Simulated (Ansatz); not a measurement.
A nudged elastic band was laid between two geometries of a periodic cell of 17 atoms, Be₁₆C (host Be, host structure hcp, interstitial C).

All numbers below come from DFT PBEsol, scalar-relativistic, plane waves, PAW in Ansatz 0.2.0. Settings: cutoff 420 eV, k mesh 5x6x4, gaussian smearing 0.15 eV, no spin polarisation.

```
movable images  : 7
climbing image  : yes
spring          : 5.0 eV/Å²
optimiser       : quadratic models (default)
start path      : IDPP
force threshold : 0.05 eV/Å
iteration limit : 41
end points      : relaxed
```

First end point:

```xyz
17
Lattice="-2.2900 -3.9664 0.0000 3.4350 -1.9832 0.0000 0.0000 0.0000 7.1769" Properties=species:S:1:pos:R:3
Be -0.003 -3.967 -0.045
Be 0.011 -2.546 1.735
Be -0.018 -3.956 3.723
Be 0.033 -2.631 5.428
Be -1.150 -1.949 -0.046
Be 2.184 -2.585 1.737
Be -1.066 -1.928 3.642
Be 2.298 -2.652 5.424
Be 1.135 -1.980 -0.046
Be 1.064 -0.727 1.732
Be 1.250 -2.046 3.640
Be 1.149 -0.699 5.428
Be -0.035 -0.015 -0.047
Be 1.163 -4.638 1.663
Be -0.013 -0.101 3.645
Be 1.147 -4.631 5.426
C -1.144 -3.312 2.688
```

Last end point:

```xyz
17
Lattice="-2.2900 -3.9664 0.0000 3.4350 -1.9832 0.0000 0.0000 0.0000 7.1769" Properties=species:S:1:pos:R:3
Be -0.018 -3.956 -0.129
Be 0.010 -2.545 1.847
Be -0.003 -3.964 3.631
Be 0.034 -2.630 5.335
Be -1.064 -1.917 -0.064
Be 2.184 -2.582 1.844
Be -1.149 -1.946 3.633
Be 2.299 -2.648 5.335
Be 1.250 -2.043 -0.060
Be 1.065 -0.716 1.846
Be 1.136 -1.977 3.627
Be 1.150 -0.696 5.335
Be -0.014 -0.101 -0.063
Be 1.163 -4.638 1.931
Be -0.033 -0.014 3.633
Be 1.147 -4.628 5.337
C -1.152 -3.299 0.891
```

What changes between the two ends?

Contacts lost: Be3–C17, Be7–C17, Be15–C17. Contacts made: Be1–C17, Be5–C17, Be13–C17. The atom that moves furthest is C17, by 1.80 Å.

Give the energies along the band, and the barrier.

It converged. The highest image is number 4 of 0 to 8, 1.63 eV above the ends, which have the same energy within 2 meV. By the program's own check the climbing image is a first-order saddle point (lowest curvatures found: -6.60 and 0.49 eV/Å²). Limits of this set-up: coarse k mesh.

```tsv
image	path coordinate (Å)	energy (eV)	Be3–C17 (Å)	Be7–C17 (Å)	Be15–C17 (Å)
0	0.00	0.00	1.66	1.68	1.68
1	0.32	0.16	1.68	1.69	1.70
2	0.63	0.61	1.75	1.73	1.80
3	0.95	1.29	1.94	1.86	2.01
4	1.27	1.63	2.22	2.06	2.29
5	1.59	1.29	2.51	2.34	2.55
6	1.90	0.60	2.77	2.63	2.78
7	2.22	0.15	2.95	2.87	2.94
8	2.54	0.00	3.05	3.06	3.06
```

What is the geometry of the highest image?


```xyz
17
Lattice="-2.2900 -3.9664 0.0000 3.4350 -1.9832 0.0000 0.0000 0.0000 7.1769" Properties=species:S:1:pos:R:3:forces:R:3
Be -0.021 -3.838 -0.055 0.00 0.00 0.00
Be 0.231 -2.491 1.628 0.00 0.00 -0.01
Be -0.125 -4.005 3.625 0.00 0.00 0.00
Be 0.003 -2.626 5.339 0.00 0.00 0.00
Be -1.120 -1.910 -0.013 0.00 0.00 0.00
Be 2.258 -2.625 1.795 0.00 0.00 0.00
Be -1.134 -2.047 3.430 0.00 0.00 0.00
Be 2.316 -2.660 5.384 0.00 0.00 0.00
Be 1.325 -1.934 -0.035 0.00 0.00 0.00
Be 1.111 -0.939 1.963 0.01 0.00 0.00
Be 1.195 -2.156 3.628 0.00 0.00 0.00
Be 1.133 -0.673 5.422 0.00 0.00 0.00
Be 0.066 0.018 0.151 0.00 0.00 0.00
Be 0.837 -4.460 1.784 0.01 0.00 0.01
Be -0.054 -0.062 3.606 0.00 0.00 0.00
Be 1.140 -4.623 5.376 0.00 0.00 0.00
C -1.156 -3.300 1.790 -0.01 0.01 0.00
```

Run time: 19 min on 2 threads of AMD EPYC 9R14 (Zen 4), on a shared host, peak memory 1.6 GiB.
